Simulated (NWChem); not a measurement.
Program: NWChem. System: BiI₃, charge 0, spin multiplicity 1, displaced from the optimised geometry. The structure started from a generated list of species. Level: PBE0/def2-SVP with def2 effective core potentials on I, Bi.

NWChem printed:

```
             Northwest Computational Chemistry Package (NWChem) 7.3.0
             --------------------------------------------------------

                                NWChem Input Module
                                -------------------

 Scaling coordinates for geometry "geometry" by  1.889725989
 (inverse scale =  0.529177249)

 Turning off AUTOSYM since
 SYMMETRY directive was detected!

                             Geometry "geometry" -> ""
                             -------------------------

 Output coordinates in angstroms (scale by  1.889725989 to convert to a.u.)

  No.       Tag          Charge          X              Y              Z
 ---- ---------------- ---------- -------------- -------------- --------------
    1 Bi                  83.0000     0.00488600     0.84813600     0.00000000
    2 I                   53.0000     1.30028200    -0.45024600     2.25658900
    3 I                   53.0000     1.30028200    -0.45024600    -2.25658900
    4 I                   53.0000    -2.60821500    -0.42772000     0.00000000

 Effective nuclear repulsion energy (a.u.)    3389.6282991532

            Nuclear Dipole moment (a.u.)
            ----------------------------
        X                 Y               Z
 ---------------- ---------------- ----------------
     0.0000661404     0.0000982658     0.0000000000

      Symmetry information
      --------------------

 Group name             Cs
 Group number              2
 Group order               2
 No. of unique centers     3

      Symmetry unique atoms

     1    2    4


 Summary of "ao basis" -> "" (spherical)
 ------------------------------------------------------------------------------
       Tag                 Description            Shells   Functions and Types
 ---------------- ------------------------------  ------  ---------------------
 *                          def2-svp                  on all atoms

                                 NWChem DFT Module
                                 -----------------

 Summary of "ao basis" -> "ao basis" (spherical)
 ------------------------------------------------------------------------------
       Tag                 Description            Shells   Functions and Types
 ---------------- ------------------------------  ------  ---------------------
 Bi                         def2-svp                10       26   4s4p2d
 I                          def2-svp                10       26   4s4p2d
[...]
     0   0 0 0     -0.000000    -49.000000    -49.000000     98.000000

     1   1 0 0      0.006959      0.078026      0.078026     -0.149094
     1   0 1 0      1.203080     13.544436     13.544436    -25.885792
     1   0 0 1      0.000000      0.000000      0.000000      0.000000

     2   2 0 0    -84.349617   -496.783527   -496.783527    909.217436
     2   1 1 0      0.032327      2.314829      2.314829     -4.597330
     2   1 0 1     -0.000000     -0.000000     -0.000000      0.000000
     2   0 2 0    -78.731540    -95.171471    -95.171471    111.611403
     2   0 1 1      0.000000      0.000000      0.000000      0.000000
     2   0 0 2    -84.349606   -496.788602   -496.788602    909.227598

            General Information
            -------------------
          SCF calculation type: DFT
          Wavefunction type:  closed shell.
          No. of atoms     :     4
          No. of electrons :    98
           Alpha electrons :    49
            Beta electrons :    49
          Charge           :     0
          Spin multiplicity:     1
          Use of symmetry is: on ; symmetry adaption is: on
          Maximum number of iterations: 100
          AO basis - number of functions:   104
                     number of shells:    40
          Convergence on energy requested:  1.00D-06
          Convergence on density requested:  1.00D-05
          Convergence on gradient requested:  5.00D-04

              XC Information
              --------------
                         PBE0 Method XC Functional
                     Hartree-Fock (Exact) Exchange  0.250
          PerdewBurkeErnzerhof Exchange Functional  0.750
            Perdew 1991 LDA Correlation Functional  1.000 local
           PerdewBurkeErnz. Correlation Functional  1.000 non-local

             Grid Information
             ----------------
          Grid used for XC integration:  fine
          Radial quadrature: Mura-Knowles
          Angular quadrature: Lebedev.
          Tag              B.-S. Rad. Rad. Pts. Rad. Cut. Ang. Pts.
          ---              ---------- --------- --------- ---------
          Bi                  1.60      141          10.0       974
          I                   1.40      141          12.0       974
          Grid pruning is: on
          Number of quadrature shells:   423
          Spatial weights used:  Erf1

          Convergence Information
          -----------------------
          Convergence aids based upon iterative change in
          total energy or number of iterations.
          Levelshifting, if invoked, occurs when the
          HOMO/LUMO gap drops below (HL_TOL):  1.00D-02
          DIIS, if invoked, will attempt to extrapolate
          using up to (NFOCK): 10 stored Fock matrices.

                    Damping( 0%)  Levelshifting(0.5)       DIIS
                  --------------- ------------------- ---------------
          dE  on:    start            ASAP                start
          dE off:    2 iters        100 iters           100 iters

      Screening Tolerance Information
      -------------------------------
          Density screening/tol_rho:  1.00D-10
          AO Gaussian exp screening on grid/accAOfunc:  14
          CD Gaussian exp screening on grid/accCDfunc:  20
          XC Gaussian exp screening on grid/accXCfunc:  20
          Schwarz screening/accCoul:  1.00D-08

                            NWChem DFT Gradient Module
                            --------------------------

  charge          =   0.00
  wavefunction    = closed shell

  Using symmetry

                         DFT ENERGY GRADIENTS

    atom               coordinates                        gradient
                 x          y          z           x          y          z
   1 Bi      0.009233   1.602745   0.000000    0.000099   0.017014   0.000000
   2 I       2.457177  -0.850842   4.264335    0.006482  -0.005709   0.011284
   3 I       2.457177  -0.850842  -4.264335    0.006482  -0.005709  -0.011284
   4 I      -4.928812  -0.808274   0.000000   -0.013063  -0.005596   0.000000

                 ----------------------------------------
                 |  Time  |  1-e(secs)   |  2-e(secs)   |
                 ----------------------------------------
                 |  CPU   |       0.22   |       5.72   |
                 ----------------------------------------
                 |  WALL  |       0.22   |       5.72   |
                 ----------------------------------------

 Task  times  cpu:       16.1s     wall:       16.1s

 Total times  cpu:       16.2s     wall:       16.2s
```

Task: Write an NWChem input that would produce this output.

Result: Several could match; the one computed here: 
```
start mol
memory heap 200 mb stack 900 mb global 1100 mb
geometry units angstroms nocenter noautoz
  Bi     0.004886     0.848136     0.000000
  I      1.300282    -0.450246     2.256589
  I      1.300282    -0.450246    -2.256589
  I     -2.608215    -0.427720     0.000000
  symmetry group Cs
end
basis spherical
  * library def2-svp
end
ecp
  I library def2-ecp
  Bi library def2-ecp
end
dft
  xc pbe0
  semidirect memsize 60000000 filesize 0
  iterations 100
  grid fine
end
task dft gradient
```
